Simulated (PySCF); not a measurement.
Compound: C₇H₆OSi.
Structure used (GFN2-xTB), in Å, numbered top down from 1:
```
atom  x, y, z in Å
O1    -2.0010    2.2410    0.1230
C2    -0.7996    2.1718    0.2431
C3    -0.0523    0.9397    0.1748
C4     1.3039    0.6239    0.2582
C5     2.6155    0.1701    0.2169
C6     2.2262   -1.1485   -0.1765
C7     0.8685   -0.8525   -0.0899
C8    -0.4576   -0.4399   -0.0708
Si9   -2.1641   -1.2045   -0.2354
H10   -0.1814    3.0721    0.4370
H11    3.5583    0.6424    0.4343
H12    2.7625   -2.0211   -0.5105
H13   -2.8587   -0.5173   -1.3198
H14   -1.9690   -2.6228   -0.5485
H15   -2.8557   -1.0464    1.0423
```

NICS is the negative of the GIAO shielding at a point without a nucleus: at the ring centre (0) and 1 Å above and below it (1); zz is the component along the ring normal. Level: GIAO PBE0/pcSseg-1 (PySCF, non-relativistic, gas phase) on the GFN2-xTB geometry, one conformer.

Ring bond lengths (Å), with Mayer bond orders in brackets: C3–C4 1.395 (1.27), C4–C7 1.578 (0.88), C7–C8 1.389 (1.41), C8–C3 1.459 (1.15); C4–C5 1.388 (1.44), C5–C6 1.430 (1.24), C6–C7 1.392 (1.38), C7–C4 1.578 (0.88).

Q: Give the NICS values of each ring in ppm.

A: 
```
       ring                                                      type  NICS(0)  NICS(1), two faces  NICS(1)zz, two faces  rms pucker (Å)  centre to ring atoms, mean (Å)
C3–C4–C7–C8  4-membered carbocycle; formal bonds 3 aromatic, 1 single     -1.6         -8.6 / -9.8         -15.2 / -18.6            0.02                            1.03
C4–C5–C6–C7  4-membered carbocycle; formal bonds 3 aromatic, 1 single     -0.3         -7.8 / -9.1         -14.5 / -17.7            0.02                            1.02
```

Q: What do they say, and how far can they be read as aromaticity?

A: 
- C3–C4–C7–C8: mean NICS(1)zz -16.9 ppm, shielded. The two faces differ by 3.4 ppm, so no symmetry operation interchanges them. NICS(0) lies 8 ppm above the mean NICS(1).
- C4–C5–C6–C7: mean NICS(1)zz -16.1 ppm, shielded. The two faces differ by 3.2 ppm, so no symmetry operation interchanges them. NICS(0) lies 8 ppm above the mean NICS(1).

Q: And the bond-length index? HOMA takes Krygowski's 1993 parameters.

A: 
- C3–C4–C7–C8: HOMA -1.65 = 1 − EN − GEO, with mean bond length 1.455 Å, EN = α(Ropt − mean)² = 1.163 and GEO = α × variance = 1.491.
- C4–C5–C6–C7: HOMA -1.44 = 1 − EN − GEO, with mean bond length 1.447 Å, EN = α(Ropt − mean)² = 0.904 and GEO = α × variance = 1.541.

Q: At the second NICS(1) probe listed for ring C3–C4–C7–C8, 1 Å off the ring, what do the in-plane components average?

A: The isotropic value is a third of the trace: (3 × -9.8 − (-18.6))/2 = -5.4 ppm.

Q: How shielded are the nuclei of the rings and their hydrogens (means over atoms taken as equivalent)?

A: 
```tsv
atoms	environment	σ isotropic (ppm)
C3	unsaturated ring carbon	37.4
C4	unsaturated ring carbon	47.2
C5	unsaturated ring CH carbon	45.6
C6	unsaturated ring CH carbon	32.3
C7	unsaturated ring carbon	40.6
C8	unsaturated ring carbon	31.0
H11	hydrogen on carbon	23.98
H12	hydrogen on carbon	23.51
```
